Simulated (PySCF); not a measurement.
Spectrum to structure. Method used: TDDFT B3LYP/def2-SVPD, vertical, gas phase, core orbitals frozen in the response (PySCF 2.14.0, density-fitted response routines). Geometries: GFN2-xTB, one conformer each.

```
state  E (eV)       f  main configurations (H = HOMO, L = LUMO)
   S1    4.81  0.0006       H→L (42%), H-2→L (33%), H-1→L (24%)
   S2    4.96  0.0019        H-2→L (65%), H→L (25%), H-1→L (9%)
   S3    5.37   0.130                    H-1→L (57%), H→L (26%)
   S4    5.86   0.012   H→L+1 (58%), H-1→L+1 (19%), H→L+2 (16%)
   S5    5.95   0.018                  H→L+2 (63%), H→L+1 (12%)
   S6    6.09   0.030                H-1→L+2 (67%), H→L+2 (10%)
   S7    6.19   0.010   H-1→L+1 (60%), H→L+1 (17%), H→L+3 (15%)
   S8    6.30   0.066                 H→L+3 (69%), H-1→L+3 (8%)
```

Triplets computed (Tamm–Dancoff): 3.40, 4.59, 4.89 eV.

Question: Which candidate is it? All have the formula C4H9PSi2.
A. `C#C[SiH2]/C=C/[SiH2]P`
B. `C#C[SiH2][Si@@H](P)C=C`
C. `C#CC(=C)[SiH2]P[SiH3]`
D. `C#C/C(=C\[SiH3])[SiH2]P`

Answer: C. Its S1 lies at 4.81 eV; the nearest of the others has S1 at 4.46 eV. S1 is HOMO→LUMO (42%), HOMO-2→LUMO (33%), HOMO-1→LUMO (24%). Löwdin shares by element: HOMO carbon 35% or more, phosphorus 35% (atoms not listed hold the other 30%); LUMO carbon 80% (atoms not listed hold the other 20%). At the same level the other candidates give, for their lowest levels:
- `C#C[SiH2][Si@@H](P)C=C`: 5.19 eV (f 0.056); 5.62 eV (f 0.078); 5.90 eV (f 0.010); 5.95 eV (f 0.095); 6.00 eV (f 0.027); T1 4.22 eV; HOMO -6.96, LUMO -1.04 eV
- `C#C[SiH2]/C=C/[SiH2]P`: 5.26 eV (f 0.002); 5.82 eV (f 0.000); 6.15 eV (f 0.001); 6.18 eV (f 0.028); 6.21 eV (f 0.005); T1 4.21 eV; HOMO -7.22, LUMO -1.13 eV
- `C#C/C(=C\[SiH3])[SiH2]P`: 4.46 eV (f 0.046); 4.91 eV (f 0.105); 5.10 eV (f 0.157); 5.86 eV (f 0.019); 5.92 eV (f 0.004); T1 3.20 eV; HOMO -7.00, LUMO -1.85 eV

Shape of the structure used: `[CH:1]#[C:2][C:3](=[CH2:4])[SiH2:5][PH:6][SiH3:7]`: C2–C3–Si5–P6 178°, C3–Si5–P6–Si7 -81°.
